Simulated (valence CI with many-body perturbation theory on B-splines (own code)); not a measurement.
## Energy levels of Au XXX

Level of theory: valence CI with perturbative core correlation (CI+MBPT): four valence electrons over a frozen Dirac-Fock core [Kr] 4d10, radial functions for each j: 7 s, 7 p, 7 d, 7 f, 4 g, 2 h, with the one-electron correlation potential Σ1, the two-electron term Σ2, the three-electron term Σ3, Breit, model QED; selected CI, second order for the rest, scaled by the run's own slope (own B-spline code, finite nucleus).

No measured spectrum was set against this ion. As an estimate, large intervals hold to a few tenths of a per cent, small ones and those within an open d or f shell to about a per cent. Excitations out of the core, of the other parity, are not computed and may begin above about 185 eV (a cautious bound); beyond it only levels of the ground parity were kept, without lifetimes.

Levels 91 to 135 of 191, with energies above the lowest level, (4f5/2^4) J=4. "Leading %" is the weight of the configuration and term that name the level; weights of strongly mixed levels are sums over their largest components and can fall short. In the jj column 3d3/2^4 stands for four electrons in 3d with j = 3/2. Lifetimes count E1, E2, E3, M1 and M2 decay at the calculated energies, and are blank where another channel may lead or the interval is too uncertain; long ones can be off by a factor of two.

```tsv
No.	Configuration	Term	J	E (cm⁻¹)	Leading %	Lifetime	g	Leading jj
91	4f4	3D	1	250000	83		0.663	4f5/2 4f7/2^3 (70 %)
92	4f4	3F	2	256150	44	207 μs	1.053	4f5/2^2 4f7/2^2 (51 %)
93	4f4	1H	5	257950	51	288 μs	1.026	4f5/2 4f7/2^3 (64 %)
94	4f4	1S	0	272090	61	190 μs		4f5/2 4f7/2^3 (70 %)
95	4f4	3P	2	278450	72		1.344	4f5/2 4f7/2^3 (47 %)
96	4f4	3F	4	278990	53	218 μs	1.093	4f5/2^2 4f7/2^2 (52 %)
97	4f4	3H	6	279310	48	150 μs	1.076	4f5/2^2 4f7/2^2 (46 %)
98	4f4	3F	3	285140	80		1.090	4f5/2 4f7/2^3 (95 %)
99	4f4	3H	4	285630	55	186 μs	0.947	4f5/2^2 4f7/2^2 (34 %)
100	4f4	3F	2	289250	42		0.965	4f7/2^4 (63 %)
101	4f4	1I	6	297280	49	199 μs	1.071	4f5/2 4f7/2^3 (80 %)
102	4f4	3H	5	300270	67		1.021	4f5/2 4f7/2^3 (96 %)
103	4f4	3P	1	305630	95		1.452	4f5/2 4f7/2^3 (91 %)
104	4f4	3P	0	325210	76			4f7/2^4 (63 %)
105	4f4	1G	4	326590	86		0.998	4f5/2 4f7/2^3 (51 %)
106	4f4	1D	2	389730	96		0.998	4f5/2^2 4f7/2^2 (55 %)
107	4f4	1S	0	450900	94			4f5/2^2 4f7/2^2 (56 %)
108	4f3.5s	5I°	4	1301600	79	14.3 μs	0.642	4f5/2^3 5s (86 %)
109	4f3.5s	5I°	5	1310300	46	2.25 μs	0.912	4f5/2^3 5s (84 %)
110	4f3.5s	5I°	6	1339900	76	4.68 μs	1.066	4f5/2^2 4f7/2 5s (91 %)
111	4f3.5s	5I°	5	1342700	46	1.52 μs	0.882	4f5/2^2 4f7/2 5s (87 %)
112	4f3.5s	5F°	1	1344100	61	745 ns	0.264	4f5/2^3 5s (82 %)
113	4f3.5s	5F°	2	1348500	37	1.27 μs	1.099	4f5/2^3 5s (83 %)
114	4f3.5s	5I°	7	1362900	80	7.97 μs	1.151	4f5/2 4f7/2^2 5s (51 %)
115	4f3.5s	5G°	2	1365400	60	1.20 μs	0.559	4f5/2^3 5s (74 %)
116	4f3.5s	3H°	4	1366700	33	1.23 μs	0.926	4f5/2^2 4f7/2 5s (83 %)
117	4f3.5s	3G°	5	1367400	35	928 ns	1.118	4f5/2^2 4f7/2 5s (92 %)
118	4f3.5s	5F°	3	1368000	50	699 ns	1.137	4f5/2^3 5s (49 %)
119	4f3.5s	3I°	6	1372000	62	1.07 μs	0.993	4f5/2^2 4f7/2 5s (65 %)
120	4f3.5s	5S°	2	1374700	38	1.62 μs	1.364	4f5/2^2 4f7/2 5s (87 %)
121	4f3.5s	5G°	3	1376600	46	738 ns	0.972	4f5/2^2 4f7/2 5s (78 %)
122	4f3.5s	5F°	4	1381200	44	673 ns	1.164	4f5/2^2 4f7/2 5s (85 %)
123	4f3.5s	5I°	8	1381400	67	7.14 μs	1.199	4f5/2 4f7/2^2 5s (44 %)
124	4f3.5s	3F°	2	1382600	48	933 ns	0.980	4f5/2^2 4f7/2 5s (91 %)
125	4f3.5s	3S°	1	1385800	38	579 ns	1.252	4f5/2^2 4f7/2 5s (88 %)
126	4f3.5s	3G°	3	1387100	58	578 ns	0.900	4f5/2^2 4f7/2 5s (90 %)
127	4f3.5s	5G°	4	1392900	61	627 ns	1.163	4f5/2^2 4f7/2 5s (85 %)
128	4f3.5s	3I°	7	1393400	49	782 ns	1.056	4f5/2^2 4f7/2 5s (60 %)
129	4f3.5s	3G°	3	1399100	37	569 ns	0.934	4f5/2^2 4f7/2 5s (76 %)
130	4f3.5s	5F°	5	1402800	48	818 ns	1.242	4f5/2 4f7/2^2 5s (68 %)
131	4f3.5s	3H°	6	1404700	42	1.23 μs	1.131	4f5/2 4f7/2^2 5s (53 %)
132	4f3.5s	3K°	6	1406300	54	1.15 μs	0.966	4f5/2 4f7/2^2 5s (62 %)
133	4f3.5s	3K°	7	1406800	48	1.05 μs	1.040	4f5/2 4f7/2^2 5s (49 %)
134	4f3.5s	5D°	0	1408600	53	799 ns		4f5/2^2 4f7/2 5s (96 %)
135	4f3.5s	5D°	2	1410400	40	684 ns	1.328	4f5/2^2 4f7/2 5s (69 %)
```

Where two levels of one J and parity lie close, their mixing, g and order are uncertain.
